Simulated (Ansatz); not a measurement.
BCl3, charge +1, doublet, at a GFN2-xTB geometry (a state made from the parent by changing its charge; the spin is typed, not shown lowest). Base run: MP2/3-21G (Ansatz, a program for electronic structure).

The Ansatz input:
Ansatz 0.2 input:
```yaml
crystal:
  periodic: [false, false, false]
  atoms:
    - {symbol: B, position_ang: [0.00336297, 0.01139026, 0.00718164]}
    - {symbol: Cl, position_ang: [1.66375238, -0.23544451, -0.40830039]}
    - {symbol: Cl, position_ang: [-0.64768487, -0.71520269, 1.43499293]}
    - {symbol: Cl, position_ang: [-1.01705661, 0.94729713, -1.02880479]}
basis:
  gaussian:
    orbitals: 3-21G.json
total_charge: 1
magnetization: {spin_polarized: true, initial_magnetization: 1}
correlation: {method: mp2}
```
The basis file holds 3-21G in the JSON format of the Basis Set Exchange.

Variants of this job, named by their change:

| change | ΔE vs base (mEh) | MP2 correlation (Eh) | basis functions | core-seconds (rough) |
|---|---|---|---|---|
| base | 0.000 | -0.18980 | 48 | 9 |
| electrons = all | ? | ? | 48 | 7 |
| electrons = outside_noble_gas | 0.000 | -0.18980 | 48 | 8 |
| lower_state_search = off | 0.000 | -0.18980 | 48 | 0.5 |
| method = bccd_t | -42.361 | -0.22141 | 48 | 20 |
| method = rpa | ? | - | 48 | 4 |
| fitting = cc-pVTZ-JKFIT (mean field), cc-pVTZ-RIFIT (correlation) | -0.074 | -0.18977 | 48 | 8 |
| accuracy = high | -0.023 | -0.18980 | 48 | 10 |
| method = ccsd_t | -42.106 | -0.22141 | 48 | 30 |
| method = ccsd | ? | -0.22141 | 48 | 20 |

Question: Fill in the missing entries.

Answer: 
- electrons = all, ΔE vs base (mEh): -14.624
- electrons = all, MP2 correlation (Eh): -0.20442
- method = rpa, ΔE vs base (mEh): -22.501
- method = ccsd, ΔE vs base (mEh): -32.184

Ansatz warned in this series: the state or the total is in doubt.
